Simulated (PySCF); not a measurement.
Ranking problems on computed properties.

Each SMILES stands for a single optimised conformer of the isolated species, non-relativistic unless stated. Electronic properties by PySCF.

Dipoles, sizes and rotational constants follow the conformer. The torsions of the flexible species, by atom-mapped SMILES:
- `[CH3:1][C@H:2]([OH:3])/[C:4](=[N:5]\[SiH3:6])[CH:7]1[CH2:8][CH2:9]1`: C1–C2–C4–N5 95°, C2–C4–C7–C8 -148°, H–O3–C2–C1 -179°
- `[CH3:1][N:2]([CH3:3])[C:4](=[O:5])[CH2:6]/[CH:7]=[CH:8]\[SiH3:9]`: C1–N2–C4–O5 5°, N2–C4–C6–C7 -75°, C4–C6–C7–C8 141°
- `[N:1]#[C:2][C@@H:3]1[C@@H:4]([SiH2:5][SiH3:6])[CH2:7][C@@H:8]1[Cl:9]`: C3–C4–Si5–Si6 175°
- `[CH3:1]/[CH:2]=[N:3]\[Si@H:4]([CH3:5])[CH2:6][C:7]([CH3:8])=[O:9]`: C2–N3–Si4–C5 -159°, N3–Si4–C6–C7 -4°, Si4–C6–C7–C8 93°
- `[H]/[N:4]=[CH:3]/[C@:2]([CH3:1])([CH:5]=[O:6])[CH2:7][CH2:8][SiH3:9]`: C1–C2–C3–N4 -92°, C1–C2–C5–O6 -105°, C1–C2–C7–C8 -174°, C2–C7–C8–Si9 180°
- `[CH3:1][NH:2][Si@H:3]1[CH:4]=[CH:5][SiH2:6][CH:7]=[C:8]1[Cl:9]`: C1–N2–Si3–C4 62°
- `[CH2:1]=[CH:2][C@@:3]([SiH3:4])([C:5]#[N:6])[C@@H:7]([SiH3:8])[Cl:9]`: C1–C2–C3–Si4 -98°, C2–C3–C7–Si8 -48°
- `[CH2:1]=[CH:2][SiH2:3][Si@H:4]([CH2:5][Cl:6])[CH2:7][C:8]#[N:9]`: C1–C2–Si3–Si4 -114°, C2–Si3–Si4–C5 -99°, Si3–Si4–C5–Cl6 55°, Si3–Si4–C7–C8 -58°
- `[CH3:1][CH2:2][SiH2:3][C@H:4]([Cl:5])[CH2:6][F:7]`: C1–C2–Si3–C4 177°, C2–Si3–C4–Cl5 -178°, Si3–C4–C6–F7 -64°
- `[CH2:1]=[CH:2][C@H:3]([CH3:4])[NH:5][SiH2:6][C:7]([CH3:8])=[O:9]`: C1–C2–C3–C4 -117°, C2–C3–N5–Si6 146°, C3–N5–Si6–C7 175°, N5–Si6–C7–C8 177°
- `[CH2:1]=[N:2][SiH2:3][C@@H:4]([CH3:5])[CH2:6][C:7]([CH3:8])=[O:9]`: C1–N2–Si3–C4 -120°, N2–Si3–C4–C5 101°, Si3–C4–C6–C7 -48°, C4–C6–C7–C8 -153°

The conformers of `Cl/C1=C/[SiH2]/C=C\CN[SiH2]1` aren't listed.

(1) Rank by smallest rotational constant, highest first (GFN2-xTB).
A. `FC1=C[CH][CH+]C(F)=C1` [radical]
B. `[H]/N=C/[C@@](CC[SiH3])(C=O)C`
C. `C/C=N\[Si@H](C)CC(C)=O`
D. `N#C[C@@H]1[C@@H]([SiH2][SiH3])C[C@@H]1Cl`
E. `O[C@@H](C)/C(C1CC1)=N\[SiH3]`
F. `CN[Si@H]1C=C[SiH2]C=C1Cl`
G. `CN(C)C(=O)C/C=C\[SiH3]`

(2) By how much do the two ends of that ranking differ?

(3) Rank by HOMO energy, lowest first (PBE0/pcSseg-1 at GFN2-xTB geometries).
A. `N#C[C@@H]1[C@@H]([SiH2][SiH3])C[C@@H]1Cl`
B. `[H]/N=C/[C@](C)(C=O)CC[SiH3]`
C. `CN(C)C(=O)C/C=C\[SiH3]`
D. `Cl/C1=C/[SiH2]/C=C\CN[SiH2]1`
E. `C=C[C@@]([SiH3])(C#N)[C@@H]([SiH3])Cl`
F. `N(C)[Si@@H]1C(=C[SiH2]C=C1)Cl`
G. `C=C[SiH2][Si@H](CCl)CC#N`
H. `C[C@H](O)/C(=N\[SiH3])C1CC1`

(4) By how much do the two ends of that ranking differ?

(5) Rank by dipole moment, lowest first (PBE0/pcSseg-1 at GFN2-xTB geometries).
A. `CN[Si@H]1C=C[SiH2]C=C1Cl`
B. `C(C(=O)N(C)C)/C=C\[SiH3]`
C. `N#C[C@@H]1[C@@H]([SiH2][SiH3])C[C@@H]1Cl`
D. `C[C@H](O)/C(=N\[SiH3])C1CC1`
E. `[H]/N=C/[C@](C)(C=O)CC[SiH3]`
F. `C=C[C@H](C)N[SiH2]C(C)=O`
G. `[SiH2](CC)[C@@H](CF)Cl`

(6) By how much do the two ends of that ranking differ?

(7) Rank by HOMO–LUMO gap, lowest first (PBE0/pcSseg-1 at GFN2-xTB geometries).
A. `C1[SiH2]C=C(Cl)[Si@@H](NC)C=1`
B. `C=N[SiH2][C@@H](C)CC(C)=O`
C. `Cl/C1=C/[SiH2]/C=C\CN[SiH2]1`
D. `CN(C)C(=O)C/C=C\[SiH3]`
E. `C([Si@@H]([SiH2]C=C)CC#N)Cl`
F. `[H]/N=C/[C@](C)(C=O)CC[SiH3]`
G. `N#C[C@@H]1[C@@H]([SiH2][SiH3])C[C@@H]1Cl`
H. `CC[SiH2][C@@H](CF)Cl`

(8) By how much do the two ends of that ranking differ?

Answers

(1) A (1.204 GHz), C (0.861 GHz), E (0.779 GHz), B (0.695 GHz), G (0.602 GHz), F (0.523 GHz), D (0.411 GHz).

(2) By 0.793 GHz, between `FC1=C[CH][CH+]C(F)=C1` [charge +1 and doublet state] and `N#C[C@@H]1[C@@H]([SiH2][SiH3])C[C@@H]1Cl`.

(3) A (-8.47 eV), G (-7.95 eV), E (-7.80 eV), B (-7.34 eV), D (-7.18 eV), C (-6.96 eV), F (-6.81 eV), H (-6.67 eV).

(4) By 1.80 eV, between `C[C@H](O)/C(=N\[SiH3])C1CC1` and `N#C[C@@H]1[C@@H]([SiH2][SiH3])C[C@@H]1Cl`.

(5) G (0.99 D), E (1.44 D), A (1.66 D), F (1.95 D), D (2.81 D), B (3.32 D), C (4.98 D).

(6) By 3.99 D, between `N#C[C@@H]1[C@@H]([SiH2][SiH3])C[C@@H]1Cl` and `CC[SiH2][C@H](Cl)CF`.

(7) B (5.63 eV), A (5.88 eV), C (6.07 eV), D (6.30 eV), F (6.49 eV), E (7.24 eV), G (7.80 eV), H (8.33 eV).

(8) By 2.70 eV, between `CC[SiH2][C@H](Cl)CF` and `C=N[SiH2][C@@H](C)CC(C)=O`.
